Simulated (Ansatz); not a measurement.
Consider the formal exchange of groups at the Si–N bond: `C[SiH](Cl)N=C=O` + `C#C[Si](F)(F)Cl` → `C[SiH](Cl)C#C[Si](F)(F)Cl` + `N=C=O`.

Gas-phase electronic energies from Ansatz, PBE0-D4/def2-TZVP geometries. CBS: MP2 limit from def2 TZ/QZ plus the TZ coupled-cluster correction, frozen cores. This one scheme is used for every species. DFT in def2-TZVPP. B3LYP here is the variant with VWN-RPA as its local correlation; programs differ in this. Each species was taken in one conformer, which may not be the lowest.

```tsv
level	ΔE (kcal/mol)	difference from CCSD(T)/CBS
LDA (SPW92)	13.4	-1.4
revPBE-D4	12.2	-2.6
B3LYP-D4	14.7	-0.1
BHLYP-D4	16.4	1.6
CAM-B3LYP-D4	15.7	0.9
PBE-QIDH	14.9	0.1
PBE	12.4	-2.4
revPBE	12.0	-2.8
BLYP	13.6	-1.2
BHLYP	16.7	1.9
MP2/def2-SVP	15.0	0.2
CCSD/def2-SVP	15.4	0.6
MP2/def2-TZVPP	14.8	0.0
CCSD/def2-TZVPP	15.4	0.6
CCSD(T)/def2-TZVPP	14.6	-0.2
CCSD/CBS(def2)	15.7	0.9
CCSD(T)/CBS	14.8	0
```

Largest T1 diagnostic among the species: 0.018.

In def2-TZVPP, CCSD(T) changes the Hartree–Fock value by −4.0 kcal/mol (the triples alone add −0.8 kcal/mol) and MP2 by −3.8 kcal/mol. From BLYP to BHLYP (50 % exact exchange), in def2-TZVPP and without D4, ΔE moves by +3.2 kcal/mol.
